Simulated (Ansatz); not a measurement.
C3H9AlS (`CSC[CH2][AlH2]`), relaxed with RKS PBE-D4/def2-SVP in Ansatz from a rough embedded geometry. The force threshold is 0.03 eV/Å; the program also tests the step.

The species carries charge 0 and has multiplicity 1.

Start:

```xyz
14

C    -1.721   -0.683    1.741
S    -1.463   -0.182    0.061
C     0.191    0.453    0.416
C     0.919    1.054   -0.884
Al    1.389   -0.361   -2.180
H    -1.687    0.111    2.469
H    -0.969   -1.494    2.047
H    -2.716   -1.192    1.838
H     0.868   -0.366    0.768
H     0.141    1.266    1.130
H     1.756    1.587   -0.617
H     0.162    1.743   -1.379
H     2.394   -1.543   -1.737
H     0.737   -0.394   -3.673
```

```tsv
step	energy (eV)	largest force (eV/Å)	largest move (Å)
1	-20668.3627	4.375	0.000
2	-20668.7915	1.507	0.196
3	-20668.9189	0.404	0.195
4	-20668.9971	0.519	0.196
5	-20669.0833	0.349	0.196
6	-20669.1610	0.164	0.196
7	-20669.2028	0.233	0.195
8	-20669.2467	0.262	0.193
9	-20669.2717	0.231	0.200
10	-20669.2858	0.146	0.172
11	-20669.2888	0.062	0.040
12 (rejected)	-20669.2867	0.165	0.070
13	-20669.2904	0.024	0.034
```

End:

```xyz
14

C    -1.394   -1.095    1.296
S    -1.242    0.174    0.000
C     0.327    1.087    0.459
C     1.124    1.190   -0.846
Al    0.557   -0.579   -1.632
H    -1.599   -0.614    2.271
H    -0.477   -1.712    1.342
H    -2.256   -1.733    1.020
H     0.842    0.446    1.205
H     0.042    2.040    0.955
H     2.203    1.358   -0.645
H     0.767    2.047   -1.457
H     1.103   -1.877   -0.837
H     0.002   -0.733   -3.132
```

It took 19 s on 4 threads of an Arm Neoverse V2 on a shared host, with 0.17 GiB of host memory at the peak.
